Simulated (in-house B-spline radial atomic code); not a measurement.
## Binding energies in Ni⁺

NIST's tabulated ground configuration is [Ar] 3d9; each binding energy is the energy of the ion with one electron taken from that subshell, relaxed, less that of the parent. Computed with an all-electron radial atomic-structure program (B-spline basis): Dirac-Kohn-Sham B3LYP, spherical fractional occupations, Fermi nucleus of rms radius 3.7757 fm. Energies include first-order Breit, QED and recoil terms.

Caution: exact exchange at fractional occupations of open shells leaves self-interaction of up to several eV.

| subshell | X-ray name | binding energy (eV) | -ε (eV) | relaxation (eV) |
| --- | --- | --- | --- | --- |
| 1s | K | 8389.7 | 8254.0 | -148.3 |
| 2s | L1 | 1016.9 | 998.6 | -19.4 |
| 2p1/2 | L2 | 894.4 | 870.9 | -24.6 |
| 2p3/2 | L3 | 879.3 | 853.3 | -26.7 |
| 3s | M1 | 126.6 | 119.5 | -7.2 |
| 3p1/2 | M2 | 87.35 | 80.35 | -7.12 |
| 3p3/2 | M3 | 85.87 | 78.13 | -7.81 |
| 3d | M4,5 | 21.96 | 14.55 | -7.40 |

Relaxation = -ε minus the binding energy without Breit, QED and recoil terms. With a density functional, K lines can miss by some tenths of a per cent, more in light atoms. For a density functional the relaxation so defined is negative, because -ε of a Kohn-Sham level is smaller than the binding energy.

Emission lines follow as differences of binding energies, with λ = 12398.42 eV·Å / E:

```csv
line,holes,energy (eV),wavelength (Å)
K-L3,1s → 2p3/2,7510.4,1.6508
K-L2,1s → 2p1/2,7495.3,1.6542
K-M3,1s → 3p3/2,8303.8,1.4931
L1-M3,2s → 3p3/2,931.0,13.317
L3-M1,2p3/2 → 3s,752.7,16.472
```

Problem. What screening constant σ does Moseley's law, E = (3/4)·13.6057 eV·(Z - σ)², need for K-L3?

Solution. σ = 0.87.

Problem. What does it cost to remove both a 2s and a 3s electron?

Solution. 1164.8 eV, which is 21.41 eV more than the two single binding energies together.

Problem. What does it cost to remove both a 3p1/2 and a 3d electron?

Solution. 127.51 eV, which is 18.2 eV more than the two single binding energies together.

Problem. What does it cost to remove both a 2p3/2 and a 3p1/2 electron?

Solution. 988.58 eV, which is 21.92 eV more than the two single binding energies together.
